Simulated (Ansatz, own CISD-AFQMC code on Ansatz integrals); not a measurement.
C5H4, SMILES `C#CC1C=C1` (charge 0, multiplicity 1).

Cartesian coordinates (Å):
```xyz
9

C      2.1848    -0.1366    -0.7912
C      1.1290    -0.0649    -0.2210
C     -0.1331     0.0212     0.4694
C     -1.3074     0.7165    -0.1644
C     -1.3795    -0.5653    -0.1361
H      3.1178    -0.1999    -1.2986
H     -0.0362     0.0394     1.5548
H     -1.6986     1.6783    -0.4475
H     -1.8767    -1.4886    -0.3778
```
Charge 0, spin multiplicity 1.

Frozen-core correlation energies in cc-pVDZ at a geometry from PBE0-D3(BJ)/def2-TZVP, on an HF energy of -191.51268 Ha (<S^2> = 0.00). Wave-function levels are from Ansatz, the walk from an own CISD-AFQMC code on Ansatz integrals (time step 0.005/Ha, trial state from CCSD amplitudes, largest double 0.07).

| level | correlation energy (mHa) |
|---|---|
| MP2 | -637.6 |
| CCSD | -671.0 |
| CCSD(T) | -699.7 |

Question: What correlation energy does phaseless AFQMC give, and where does it lie among these levels?

Answer: -702.0 ± 0.5 mHa (one standard error). AFQMC minus each level: MP2 -64.4 mHa, CCSD -31.0 mHa, CCSD(T) -2.3 mHa.
